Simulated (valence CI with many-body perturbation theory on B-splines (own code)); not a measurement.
## E1 line list for I XXXIX

Method: configuration interaction combined with many-body perturbation theory (CI+MBPT): five valence electrons over a frozen Dirac-Fock core [Ne], radial functions for each j: 11 s, 11 p, 10 d, 8 f, 5 g, 2 h, with the one-electron correlation potential Σ1 (screened to all orders), the two-electron term Σ2, the three-electron term Σ3, Breit, model QED; selected single and double excitations, second order for the rest, scaled by the run's own slope (own B-spline code, finite nucleus).

The last digits are not significant, and no measured levels were compared; by estimate large intervals hold to a few tenths of a per cent, small ones and those within an open d or f shell to about a per cent. Among the levels kept, up to 4700 cm⁻¹ of a level comes from second order outside the variational space, and about a tenth of that is noise between levels of different J, which matters for small intervals.

Lines 101 to 150 of 556 in falling wavelength, among levels below 4194.4 × 10³ cm⁻¹, chosen from the strongest by gf and those to the six lowest levels. Wavelengths and rates use the calculated energies. Electric multipoles are in the length gauge, E1 and E2 with the static RPA response of the core. Weak lines are less certain than strong ones. Lines between different terms over intervals too small for the method are left out, as are lines whose strength nearly cancels. Where a level lies close to another of its J and parity, the split of strength between their lines is uncertain. The highest levels of a list are the least certain.

Levels are named by their leading jj configuration (3d3/2^4 stands for four electrons in 3d with j = 3/2), which in mixed levels can hold well under half, so a name can repeat and another be missing. Letters in brackets count levels of one name in rising energy.

| λ vac (Å) | Upper | Lower | A (s⁻¹) | log gf | Branch % |
| --- | --- | --- | --- | --- | --- |
| 71.71 | (3s^2 3p3/2^2 3d3/2) J=3/2 [b] | (3s^2 3p3/2^3) J=3/2 | 1.10e+10 | -1.47 | 2.5 |
| 71.67 | (3s 3p1/2^2 3d3/2 3d5/2) J=7/2 [a] | (3s 3p1/2^2 3p3/2 3d3/2) J=5/2 [a] | 3.34e+10 | -0.69 | 64.4 |
| 71.67 | (3s 3p1/2^2 3p3/2 3d5/2) J=1/2 | (3s 3p1/2^2 3p3/2^2) J=1/2 | 5.90e+10 | -1.04 | 76.4 |
| 71.60 | (3s^2 3p3/2 3d5/2^2) J=3/2 | (3s^2 3p3/2^2 3d5/2) J=3/2 | 1.80e+10 | -1.26 | 3.5 |
| 71.48 | (3s 3p1/2 3p3/2^2 3d3/2) J=5/2 [b] | (3s^2 3p1/2 3p3/2 3d5/2) J=3/2 [a] | 1.18e+10 | -1.26 | 2.7 |
| 71.33 | (3s 3p3/2^3 3d5/2) J=7/2 [c] | (3s^2 3p3/2^2 3d5/2) J=5/2 [b] | 5.66e+10 | -0.46 | 9.7 |
| 71.31 | (3s^2 3p3/2 3d5/2^2) J=7/2 | (3s^2 3p3/2^2 3d5/2) J=9/2 | 1.04e+10 | -1.20 | 9.9 |
| 71.25 | (3s^2 3p1/2 3p3/2 3d3/2) J=5/2 [b] | (3s^2 3p1/2 3p3/2^2) J=3/2 | 1.87e+10 | -1.07 | 4.3 |
| 71.24 | (3s^2 3p1/2 3d3/2 3d5/2) J=5/2 [b] | (3s^2 3p1/2 3p3/2 3d3/2) J=3/2 [b] | 2.23e+10 | -0.99 | 4.7 |
| 70.88 | (3s^2 3p1/2 3d3/2 3d5/2) J=7/2 | (3s^2 3p1/2 3p3/2 3d3/2) J=7/2 | 2.14e+10 | -0.89 | 15.6 |
| 70.77 | (3p1/2^2 3p3/2^2 3d3/2) J=5/2 | (3s 3p1/2^2 3p3/2 3d5/2) J=3/2 [a] | 2.10e+10 | -1.02 | 12.7 |
| 70.62 | (3s 3p1/2^2 3p3/2 3d5/2) J=5/2 [b] | (3s 3p1/2^2 3p3/2^2) J=3/2 | 9.20e+10 | -0.38 | 56.6 |
| 70.53 | (3s 3p3/2^3 3d5/2) J=9/2 | (3s^2 3p3/2^2 3d5/2) J=7/2 | 9.80e+10 | -0.14 | 71.7 |
| 70.34 | (3s^2 3p3/2 3d3/2 3d5/2) J=3/2 [c] | (3s^2 3p3/2^2 3d3/2) J=3/2 [b] | 2.38e+10 | -1.15 | 3.8 |
| 70.33 | (3s 3p1/2 3p3/2^2 3d3/2) J=3/2 [f] | (3s^2 3p1/2 3p3/2 3d5/2) J=1/2 | 4.79e+10 | -0.85 | 9.6 |
| 70.29 | (3s 3p1/2 3p3/2^2 3d3/2) J=5/2 [c] | (3s^2 3p1/2 3p3/2 3d5/2) J=5/2 [a] | 1.54e+10 | -1.17 | 9.4 |
| 70.23 | (3s 3p1/2 3p3/2^2 3d5/2) J=3/2 [e] | (3s 3p1/2 3p3/2^3) J=3/2 [b] | 7.60e+10 | -0.65 | 15.2 |
| 70.12 | (3s 3p1/2^2 3d3/2 3d5/2) J=5/2 [a] | (3s 3p1/2^2 3p3/2 3d3/2) J=3/2 [a] | 3.34e+10 | -0.83 | 59.8 |
| 70.12 | (3s^2 3p3/2 3d5/2^2) J=5/2 [b] | (3s^2 3p3/2^2 3d5/2) J=5/2 [a] | 1.47e+10 | -1.19 | 4.0 |
| 70.07 | (3s 3p1/2^2 3d5/2^2) J=7/2 | (3s 3p1/2^2 3p3/2 3d3/2) J=5/2 [b] | 2.15e+10 | -0.90 | 19.4 |
| 69.82 | (3s 3p1/2 3p3/2^3) J=3/2 [a] | (3s^2 3p1/2 3p3/2^2) J=5/2 | 5.20e+09 | -1.82 | 4.2 |
| 69.79 | (3s 3p1/2^2 3p3/2 3d5/2) J=5/2 [a] | (3s 3p1/2^2 3p3/2^2) J=5/2 | 4.54e+10 | -0.70 | 76.5 |
| 69.67 | (3s 3p3/2^3 3d3/2) J=5/2 | (3s^2 3p3/2^2 3d5/2) J=5/2 [b] | 7.22e+10 | -0.50 | 10.2 |
| 69.64 | (3s^2 3p1/2 3p3/2 3d3/2) J=1/2 [b] | (3s^2 3p1/2 3p3/2^2) J=3/2 | 2.41e+09 | -2.46 | 0.5 |
| 69.42 | (3s^2 3p1/2 3p3/2 3d3/2) J=3/2 [b] | (3s^2 3p1/2 3p3/2^2) J=3/2 | 1.66e+09 | -2.32 | 0.2 |
| 69.40 | (3s^2 3p1/2 3p3/2 3d5/2) J=3/2 [b] | (3s^2 3p1/2 3p3/2^2) J=1/2 | 5.20e+10 | -0.82 | 29.4 |
| 69.34 | (3s^2 3p1/2^2 3d5/2) J=5/2 | (3s^2 3p1/2^2 3p3/2) J=3/2 | 7.62e+10 | -0.48 | 94.4 |
| 69.34 | (3s 3p1/2^2 3d5/2^2) J=7/2 | (3s 3p1/2^2 3p3/2 3d5/2) J=5/2 [a] | 1.95e+10 | -0.95 | 17.6 |
| 69.26 | (3s 3p1/2^2 3p3/2 3d5/2) J=3/2 [b] | (3s 3p1/2^2 3p3/2^2) J=1/2 | 4.88e+10 | -0.85 | 30.5 |
| 69.22 | (3s 3p1/2^2 3p3/2 3d5/2) J=7/2 [b] | (3s^2 3p1/2^2 3d5/2) J=5/2 | 1.07e+11 | -0.21 | 79.4 |
| 69.22 | (3s 3p1/2 3p3/2^2 3d5/2) J=5/2 [e] | (3s^2 3p1/2 3p3/2 3d5/2) J=3/2 [b] | 9.68e+10 | -0.38 | 54.9 |
| 69.17 | (3s 3p1/2 3p3/2^2 3d3/2) J=3/2 [a] | (3s 3p1/2^2 3p3/2^2) J=3/2 | 2.12e+10 | -1.22 | 59.0 |
| 69.11 | (3s^2 3p3/2 3d5/2^2) J=11/2 | (3s^2 3p3/2^2 3d5/2) J=9/2 | 7.99e+10 | -0.16 | 54.0 |
| 69.04 | (3s^2 3p1/2 3d3/2 3d5/2) J=3/2 | (3s^2 3p1/2 3p3/2 3d3/2) J=1/2 [b] | 6.14e+10 | -0.76 | 10.5 |
| 69.03 | (3s^2 3p3/2 3d3/2 3d5/2) J=7/2 [d] | (3s^2 3p3/2^2 3d3/2) J=7/2 | 3.63e+10 | -0.68 | 6.1 |
| 69.03 | (3s 3p1/2 3p3/2^2 3d5/2) J=7/2 [g] | (3s^2 3p1/2 3p3/2 3d5/2) J=5/2 [c] | 1.66e+11 | -0.02 | 42.4 |
| 69.01 | (3s^2 3p3/2 3d3/2 3d5/2) J=5/2 [d] | (3s^2 3p3/2^2 3d3/2) J=3/2 [b] | 3.88e+10 | -0.78 | 6.9 |
| 68.93 | (3s 3p1/2^2 3d3/2 3d5/2) J=3/2 [a] | (3s 3p1/2^2 3p3/2 3d3/2) J=1/2 [a] | 4.00e+10 | -0.94 | 55.8 |
| 68.92 | (3s 3p1/2^2 3p3/2 3d3/2) J=3/2 [b] | (3s^2 3p1/2^2 3d3/2) J=3/2 | 4.37e+10 | -0.90 | 68.9 |
| 68.90 | (3s^2 3p1/2 3p3/2 3d5/2) J=7/2 [b] | (3s^2 3p1/2 3p3/2^2) J=5/2 | 1.02e+11 | -0.24 | 100.0 |
| 68.63 | (3s 3p1/2 3p3/2^2 3d5/2) J=7/2 [e] | (3s^2 3p1/2 3p3/2 3d5/2) J=5/2 [b] | 1.11e+11 | -0.20 | 38.0 |
| 68.52 | (3s^2 3p1/2 3d3/2 3d5/2) J=5/2 [a] | (3s^2 3p1/2 3p3/2 3d3/2) J=3/2 [a] | 5.96e+10 | -0.60 | 36.1 |
| 68.40 | (3s 3p1/2^2 3d3/2 3d5/2) J=9/2 | (3s 3p1/2^2 3p3/2 3d3/2) J=7/2 | 7.35e+10 | -0.29 | 73.8 |
| 68.36 | (3s 3p1/2 3p3/2^2 3d5/2) J=9/2 [c] | (3s^2 3p1/2 3p3/2 3d5/2) J=7/2 [b] | 1.26e+11 | -0.05 | 66.9 |
| 68.35 | (3s^2 3p1/2 3d3/2^2) J=3/2 | (3s^2 3p1/2 3p3/2 3d3/2) J=3/2 [a] | 2.71e+10 | -1.12 | 4.9 |
| 68.31 | (3s 3p1/2^2 3p3/2 3d5/2) J=3/2 [a] | (3s 3p1/2^2 3p3/2^2) J=5/2 | 2.44e+10 | -1.17 | 45.2 |
| 68.28 | (3s^2 3p3/2 3d3/2 3d5/2) J=5/2 [c] | (3s^2 3p3/2^2 3d3/2) J=7/2 | 2.16e+10 | -1.04 | 3.2 |
| 68.28 | (3s^2 3p1/2 3d3/2 3d5/2) J=5/2 [a] | (3s^2 3p1/2 3p3/2 3d3/2) J=5/2 [a] | 4.16e+10 | -0.76 | 25.2 |
| 68.27 | (3s^2 3p1/2 3p3/2 3d5/2) J=5/2 [b] | (3s^2 3p1/2 3p3/2^2) J=5/2 | 4.69e+09 | -1.71 | 1.9 |
| 68.24 | (3s 3p1/2 3p3/2^2 3d5/2) J=5/2 [g] | (3s 3p1/2 3p3/2^3) J=3/2 [b] | 1.87e+11 | -0.11 | 34.1 |

(1) How does gf follow from A for the line at 69.64 Å?

## Answers

(1) gf = 1.4992 × (2J+1)_upper × A / σ², with σ = 1435949 cm⁻¹ and 2J+1 = 2: gf = 0.00350.
